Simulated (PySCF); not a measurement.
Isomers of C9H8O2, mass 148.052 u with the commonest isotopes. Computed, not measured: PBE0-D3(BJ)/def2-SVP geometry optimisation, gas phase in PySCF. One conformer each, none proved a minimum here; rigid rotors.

Question: Order these by rotational constant B, largest first.
A. `[CH2:1]=[CH:2][c:3]1[cH:4][cH:5][c:6]([C:7](=[O:8])[OH:9])[cH:10][cH:11]1` with C1–C2–C3–C4 -2°, C5–C6–C7–O8 0°, C6–C7–O9–H 180°
B. `[CH3:1][c:2]1[cH:3][cH:4][cH:5][c:6]([CH:7]=[O:8])[c:9]1[CH:10]=[O:11]` with C5–C6–C7–O8 179°, C6–C9–C10–O11 -179°
C. `[CH2:1]=[CH:2][O:3][C:4](=[O:5])[c:6]1[cH:7][cH:8][cH:9][cH:10][cH:11]1` with C1–C2–O3–C4 180°, C2–O3–C4–O5 0°, O3–C4–C6–C7 1°

Answer: B (1178 MHz), C (632.7 MHz), A (575.2 MHz).

Question: Order these by radius of gyration √(Σ m r²/M), smallest first.
A. `[CH3:1][c:2]1[cH:3][cH:4][cH:5][c:6]([CH:7]=[O:8])[c:9]1[CH:10]=[O:11]` with C5–C6–C7–O8 179°, C6–C9–C10–O11 -179°
B. `[CH2:1]=[CH:2][c:3]1[cH:4][cH:5][c:6]([C:7](=[O:8])[OH:9])[cH:10][cH:11]1` with C1–C2–C3–C4 -2°, C5–C6–C7–O8 0°, C6–C7–O9–H 180° (4-vinylbenzoic acid)
C. `[CH2:1]=[CH:2][O:3][C:4](=[O:5])[c:6]1[cH:7][cH:8][cH:9][cH:10][cH:11]1` with C1–C2–O3–C4 180°, C2–O3–C4–O5 0°, O3–C4–C6–C7 1°

Answer: A (2.300 Å), C (2.560 Å), B (2.625 Å).

Question: Order these by rotational constant A, smallest first.
A. `[CH2:1]=[CH:2][c:3]1[cH:4][cH:5][c:6]([C:7](=[O:8])[OH:9])[cH:10][cH:11]1` with C1–C2–C3–C4 -2°, C5–C6–C7–O8 0°, C6–C7–O9–H 180°
B. `[CH3:1][c:2]1[cH:3][cH:4][cH:5][c:6]([CH:7]=[O:8])[c:9]1[CH:10]=[O:11]` with C5–C6–C7–O8 179°, C6–C9–C10–O11 -179°
C. `[CH2:1]=[CH:2][O:3][C:4](=[O:5])[c:6]1[cH:7][cH:8][cH:9][cH:10][cH:11]1` with C1–C2–O3–C4 180°, C2–O3–C4–O5 0°, O3–C4–C6–C7 1°

Answer: B (1420 MHz), C (2942 MHz), A (3576 MHz).

| SMILES | point group | Ia (u·Å²) | Ib (u·Å²) | Ic (u·Å²) | κ | μa (D) | μb (D) | μc (D) |
| --- | --- | --- | --- | --- | --- | --- | --- | --- |
| C=Cc1ccc(C(=O)O)cc1 | near Cs | 141.33 | 878.68 | 1019.96 | -0.95 | 1.28 | 1.47 | 0.00 |
| Cc1cccc(C=O)c1C=O | – | 356.02 | 428.99 | 781.93 | 0.38 | 1.52 | 4.45 | 0.00 |
| C=COC(=O)c1ccccc1 | Cs | 171.80 | 798.74 | 970.53 | -0.91 | 1.20 | 1.65 | 0.00 |
